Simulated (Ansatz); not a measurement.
CH3GaOS can be A, `[OH][Ga]1[CH2][S]1`, or B, `O=C[S][GaH2]`.

Gas-phase electronic energies from Ansatz, PBE0-D4/def2-TZVP geometries. CCSD(T)/CBS is the MP2 limit (def2-TZVPP, def2-QZVPP) plus CCSD(T) − MP2 in def2-TZVPP, frozen cores. DFT in def2-TZVPP. B3LYP here is the variant with VWN-RPA as its local correlation; programs differ in this. For Ga outer-core shells are correlated without core-valence functions, which leaves a few kJ/mol of doubt a bond. Scalar relativity is left out up to krypton. One conformer a species, not always the lowest.

(1) Which isomer does CCSD(T)/CBS put lower? Give the gap. (Best estimate.)

(2) Give E(B) − E(A) in kJ/mol with B2PLYP, MP2/def2-TZVPP, B3LYP-D4, HF/def2-TZVPP, r2SCAN-D4, CCSD(T)/def2-SVP, ωB97M-V. (An estimate is asked.)

(3) Does the order hold for the free energy at 298.15 K (harmonic terms from PBE0-D4)? (An estimate is asked.)

Largest T1 diagnostic: 0.016.

Answers

(1) Ansatz gave: A, by 30.2 kJ/mol.

(2) Ansatz gave: B2PLYP 12.1, MP2/def2-TZVPP 38.5, B3LYP-D4 -3.2, HF/def2-TZVPP -10.2, r2SCAN-D4 8.6, CCSD(T)/def2-SVP -8.8, ωB97M-V 13.0. The order is the other way round with B3LYP-D4, HF/def2-TZVPP, CCSD(T)/def2-SVP.

(3) Ansatz gave: Yes: G(B) − G(A) = +9.9 kJ/mol, for one conformer each.

Leaving LDA and LC-ωPBE aside and taking each functional with its dispersion term where it has one, the values, not all of them listed here, spread over 42.2 kJ/mol, from BLYP-D4 to PBE-QIDH. LDA lies +11.8 kJ/mol from PBE without D4. From r2SCAN to r2SCAN0 (25 % exact exchange), in def2-TZVPP and without D4, E(B) − E(A) moves by +8.8 kJ/mol.
